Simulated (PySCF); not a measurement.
# `CCO[Si@@H]1[SiH2][SiH2][SiH2][Si@H]1C#N`: 4 charge schemes on one density

Species: C₃H₁₃NOSi₅.
Geometry (PBE0-D3(BJ)/def2-SVP, Å), atoms numbered from 1 in this order:
```
atom  x, y, z in Å
C1     3.344   -0.041    0.593
C2     1.990   -0.107    1.265
O3     1.119   -1.027    0.644
Si4    0.471   -0.854   -0.893
Si5   -0.115    1.405   -1.241
Si6   -1.748    1.739    0.436
Si7   -2.430   -0.411    1.146
Si8   -1.664   -1.781   -0.602
C9    -2.641   -1.261   -2.098
N10   -3.218   -0.856   -3.021
H11    3.813   -1.036    0.568
H12    4.013    0.646    1.131
H13    3.256    0.322   -0.444
H14    2.095   -0.428    2.314
H15    1.526    0.900    1.286
H16    1.326   -1.471   -1.952
H17    1.035    2.350   -1.086
H18   -0.717    1.565   -2.598
H19   -1.154    2.484    1.591
H20   -2.917    2.507   -0.091
H21   -3.905   -0.512    1.361
H22   -1.705   -0.799    2.394
H23   -1.801   -3.256   -0.440
```

Density: PBE0/pcSseg-1 (PySCF); schemes: Mulliken, IAO, Hirshfeld and ESP-fitted. One conformer (not necessarily the lowest) at the PBE0-D3(BJ)/def2-SVP geometry, without solvent, vibrations or thermal averaging.

**Question.** For which atoms does the sign change between the 4 schemes (beyond +0.03 e in one, beyond −0.03 e in another)?

**Answer.** C2, Si5, C9 and H18.

**Question.** Which atoms carry the highest charge in the Mulliken, IAO, Hirshfeld and ESP-fitted schemes?

**Answer.** All schemes agree: Mulliken Si4 (+0.479); IAO Si4 (+0.594); Hirshfeld Si4 (+0.244); ESP-fitted Si4 (+0.330).

**Question.** At which atom do the 4 schemes differ most?

**Answer.** At O3: from -0.646 (Mulliken) to -0.226 e (Hirshfeld), 0.420 e apart.

**Question.** Give the atomic charges in each scheme.

**Answer.** In e:

```csv
atom,environment,Mulliken,IAO,Hirshfeld,ESP-fitted
C1,methyl carbon,-0.326,-0.425,-0.119,-0.334
C2,sp3 carbon bound to oxygen,+0.030,-0.033,+0.011,+0.288
O3,silyl ether oxygen,-0.646,-0.638,-0.226,-0.417
Si4,oxygen-bound silicon,+0.479,+0.594,+0.244,+0.330
Si5,SiH2 silicon,-0.064,+0.102,+0.134,+0.001
Si6,SiH2 silicon,+0.026,+0.154,+0.147,+0.129
Si7,SiH2 silicon,+0.115,+0.172,+0.152,+0.129
Si8,SiH silicon,+0.101,+0.299,+0.201,+0.044
C9,cyano carbon,-0.171,-0.153,-0.041,+0.211
N10,cyano nitrogen,-0.207,-0.202,-0.199,-0.397
H11,methyl hydrogen,+0.131,+0.148,+0.045,+0.106
H12,methyl hydrogen,+0.125,+0.148,+0.051,+0.091
H13,methyl hydrogen,+0.131,+0.136,+0.038,+0.089
H14,methylene hydrogen,+0.125,+0.149,+0.046,+0.026
H15,methylene hydrogen,+0.125,+0.113,+0.030,-0.011
H16,Si–H hydrogen,-0.018,-0.103,-0.071,-0.065
H17,Si–H hydrogen,-0.001,-0.072,-0.068,-0.022
H18,Si–H hydrogen,+0.034,-0.055,-0.061,-0.009
H19,Si–H hydrogen,-0.015,-0.075,-0.070,-0.060
H20,Si–H hydrogen,+0.004,-0.065,-0.064,-0.041
H21,Si–H hydrogen,0.000,-0.068,-0.064,-0.041
H22,Si–H hydrogen,+0.002,-0.070,-0.065,-0.051
H23,Si–H hydrogen,+0.021,-0.056,-0.052,+0.005
```

Mean size of the charges over all atoms: IAO 0.175 e, Mulliken 0.126 e, ESP-fitted 0.126 e, Hirshfeld 0.096 e. Each set sums to the total charge, 0, to within 0.001 e. The IAO scheme projects the occupied orbitals on a minimal set of polarised atomic orbitals and counts the electrons in each atom's part of it. The Mulliken scheme counts on each atom the diagonal of the density matrix times the overlap matrix over that atom's basis functions.

**Question.** How many electrons does the Hirshfeld scheme count on Si6?

**Answer.** Z − q = 14 − (+0.147) ≈ 13.852.

**Question.** Sum the charges by element, for elements with more than one atom.

**Answer.** 
```json
{"element": "C", "atoms": "3", "Mulliken": "-0.467", "IAO": "-0.611", "Hirshfeld": "-0.148", "ESP-fitted": "+0.164"}
{"element": "Si", "atoms": "5", "Mulliken": "+0.656", "IAO": "+1.321", "Hirshfeld": "+0.878", "ESP-fitted": "+0.631"}
{"element": "H", "atoms": "13", "Mulliken": "+0.663", "IAO": "+0.129", "Hirshfeld": "-0.305", "ESP-fitted": "+0.019"}
```

**Question.** How closely do the schemes follow one another over all atoms?

**Answer.** Correlation coefficient and root-mean-square difference: Mulliken with IAO 0.94, 0.083 e; IAO with Hirshfeld 0.90, 0.141 e; Mulliken with ESP-fitted 0.78, 0.130 e; IAO with ESP-fitted 0.77, 0.151 e; Hirshfeld with ESP-fitted 0.76, 0.120 e; Mulliken with Hirshfeld 0.76, 0.137 e.

These values come from a run that also computed NMR shieldings. Time: 65 s wall. Hardware: one thread, Arm Neoverse V2, no GPU, on a shared host.
